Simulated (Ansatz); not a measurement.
C3H7FGe, SMILES `C=C[CH2][GeH2][F]`, one more setting.

```yaml
crystal:
  periodic: [false, false, false]
  atoms:
    - {symbol: C, position_ang: [-1.986713, -0.001507, 0.541251]}
    - {symbol: C, position_ang: [-1.100216, 0.095867, -0.391512]}
    - {symbol: C, position_ang: [0.220017, -0.863769, -0.357476]}
    - {symbol: Ge, position_ang: [1.892310, 0.304035, 0.145870]}
    - {symbol: F, position_ang: [1.888408, 1.772710, -1.090639]}
    - {symbol: H, position_ang: [-1.965581, -0.671710, 1.137506]}
    - {symbol: H, position_ang: [-3.001916, 0.482866, 0.479516]}
    - {symbol: H, position_ang: [-1.038715, 0.882108, -1.214950]}
    - {symbol: H, position_ang: [0.123494, -1.432474, 0.318069]}
    - {symbol: H, position_ang: [0.579341, -1.092825, -1.217675]}
    - {symbol: H, position_ang: [1.521974, 0.991110, 1.539768]}
    - {symbol: H, position_ang: [3.118753, -0.240293, 0.032353]}
basis:
  gaussian: {orbitals: cc-pVTZ-DK, final_grid: {core_spheres: 8, valence_spheres: 7, degree: 23}}
hamiltonian: {xc: {name: BHLYP}}
scf: {lower_state_search: light}
output: {forces: true}
```

```sh
$ ansatz run in.yaml --threads 4 --pin off --events-out ev --progress --plain --max-ram 10444MiB
```

Shortened log:

```
Functional definition: BHLYP
1625 factors; their error is unknown
mean field evaluation 1: about -63043.3438 eV, gradient 6.3e1 eV
mean field evaluation 2: about -63042.5019 eV, gradient 7.0e1 eV
mean field evaluation 4: about -63051.5811 eV, gradient 3.3e0 eV
mean field evaluation 8: about -63051.6026 eV, gradient 3.6e-2 eV
mean field evaluation 16: about -63052.1530 eV, gradient 3.9e-4 eV
mean field -63052.15302028 eV, -2317.1238852109 hartree, gradient 5.4e-5 eV, S^2 0.000000; 0 other end points of the search recorded, 0 dependent functions left out
reference -63052.15320759 eV, -2317.1238920943 hartree; 33, 33 occupied and 228, 228 virtual orbitals, 1625 factors
Total energy: -63052.15320759 eV, -2317.1238920943 hartree
Relativity: scalar
Atom 0 at    -1.986713    -0.001507     0.541251 Å, force    -3.683526     7.756471    -6.894636 eV/Å
Atom 1 at    -1.100216     0.095867    -0.391512 Å, force     4.435104     0.102389    -2.488278 eV/Å
Atom 2 at     0.220017    -0.863769    -0.357476 Å, force    -1.072299    13.002076    -3.196928 eV/Å
Atom 3 at     1.892310     0.304035     0.145870 Å, force    -6.214658     4.171021    -0.185149 eV/Å
Atom 4 at     1.888408     1.772710    -1.090639 Å, force     0.031260    -2.507291     1.934210 eV/Å
Atom 5 at    -1.965581    -0.671710     1.137506 Å, force     0.596394    -8.112056     7.608155 eV/Å
Atom 6 at    -3.001916     0.482866     0.479516 Å, force     1.677894    -0.002584     0.115489 eV/Å
Atom 7 at    -1.038715     0.882108    -1.214950 Å, force    -0.578706    -1.401956     1.442112 eV/Å
Atom 8 at     0.123494    -1.432474     0.318069 Å, force    -1.075520    -8.397394     8.531617 eV/Å
Atom 9 at     0.579341    -1.092825    -1.217675 Å, force     1.186754    -2.419782    -5.396462 eV/Å
Atom 10 at     1.521974     0.991110     1.539768 Å, force     0.604862    -0.406126    -1.000722 eV/Å
Atom 11 at     3.118753    -0.240293     0.032353 Å, force     4.092442    -1.784768    -0.469407 eV/Å
Dipole moment:     0.002472    -0.652196     0.307655 e Å
```

Hardware: 4 threads of an Arm Neoverse V1 on a shared host. Wall time 5.5 s, peak host memory 0.86 GiB.
